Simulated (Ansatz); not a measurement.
One change: `CB[CH](F)[AlH2]` becomes `CBC(C)F`.

Ansatz, PBE0-D4/def2-TZVP geometries, multiplicity 1. Each molecule was computed in one conformer, which needn't be the lowest.

```json
{"property": "size of the dipole moment (B3LYP/def2-TZVPP) / D", "`CB[CH](F)[AlH2]`": "2.30"}
{"property": "HOMO energy (PBE0/def2-TZVPP) / eV", "`CB[CH](F)[AlH2]`": "-7.35"}
{"property": "LUMO energy (ωB97M-V/def2-TZVPP) / eV", "`CB[CH](F)[AlH2]`": "0.39"}
{"property": "HOMO–LUMO gap (ωB97M-V/def2-TZVPP) / eV", "`CB[CH](F)[AlH2]`": "9.90"}
{"property": "HOMO energy (PBE/def2-TZVPP) / eV", "`CB[CH](F)[AlH2]`": "-6.16"}
{"property": "HOMO–LUMO gap (B3LYP/def2-TZVPP) / eV", "`CB[CH](F)[AlH2]`": "5.64"}
```

Problem. What does the change do to each property? (An estimate is asked.)

Solution. The calculation gave: 
```csv
property,`CBC(C)F`,shift
size of the dipole moment (B3LYP/def2-TZVPP) / D,1.43,-0.87
HOMO energy (PBE0/def2-TZVPP) / eV,-8.32,-0.97
LUMO energy (ωB97M-V/def2-TZVPP) / eV,0.91,0.52
HOMO–LUMO gap (ωB97M-V/def2-TZVPP) / eV,11.59,1.69
HOMO energy (PBE/def2-TZVPP) / eV,-6.79,-0.63
HOMO–LUMO gap (B3LYP/def2-TZVPP) / eV,6.87,1.23
```

With PBE0 the HOMO falls by 0.97 eV and the LUMO rises by 0.29 eV, so the gap widens by about 1.26 eV. PBE moves the HOMO by -0.63 eV and ωB97M-V by -1.18 eV. Dipoles are sizes alone; their direction can turn.

B3LYP here is the variant with VWN-RPA as its local correlation; programs differ in this.
